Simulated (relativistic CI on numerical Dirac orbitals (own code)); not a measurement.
## Nb⁴⁺: L2,3 absorption edge

Computed with this model: Dirac-Coulomb-Breit CI, separate exchange-only KLI orbitals for each configuration, model QED (radiative potential, 1s self-energy scaled to tabulated hydrogen-like ionisation energies), valence Slater integrals scaled by 0.8, multiplet model of core-to-valence dipole absorption; configurations [Kr] 4d → [He] 2s2 2p5 3s2 3p6 3d10 4s2 4p6 4d2; 300 K; Lorentzian 2.4 eV and Gaussian 0.5 eV FWHM. Energies are those of the free ion, without screening or charge transfer. The branching ratio is the share of the lower-energy edge in the whole absorption, uncertain by about 0.02 where the edges overlap. S is read from ⟨S²⟩ = S(S + 1).

Field parameters in Wybourne normalisation: D4h B²₀ = −7Ds, B⁴₀ = 21(Dq − Dt), B⁴₄ = 21√(5/14) Dq. The field is a parameter set, without covalency.

free ion: ground-state S = 0.50, centroid 2402.18 eV, branching ratio 0.733. Peaks (eV, height): 2377.2 (100), 2470.5 (34).

D4h, 10Dq = 22300, Ds = -1500, Dt = 40 cm⁻¹: ground-state S = 0.50, centroid 2406.75 eV, branching ratio 0.686. Peaks (eV, height): 2376.2 (75), 2378.2 (100), 2470.0 (39), 2472.2 (39).

D4h, 10Dq = 22300, Ds = 2360, Dt = 40 cm⁻¹: ground-state S = 0.50, centroid 2405.50 eV, branching ratio 0.699. Peaks (eV, height): 2378.2 (100), 2471.2 (40).

The statistical ratio of this edge is 2/3 = 0.667. Values above it arise where the holes sit mainly in the j = l + 1/2 valence subshell or the ground state has high spin; values below it where core-valence Coulomb terms move weight to the upper edge, as in nearly empty shells. At deep edges of heavy elements the radial integrals of the two core levels differ, which raises the baseline.

Strongest unbroadened transitions for D4h, 10Dq = 22300, Ds = 2360, Dt = 40 cm⁻¹:

```tsv
Energy (eV)	Relative strength
2374.45	34.7
2374.56	39.8
2375.19	29.6
2375.68	46.6
2375.70	45.4
2375.76	100.0
2376.47	32.1
2377.36	66.9
2377.69	65.0
2378.48	69.6
2378.56	41.0
2378.70	97.8
2378.79	39.8
2379.30	37.7
2468.88	46.2
2470.09	30.4
2470.86	49.5
2473.64	30.1
```
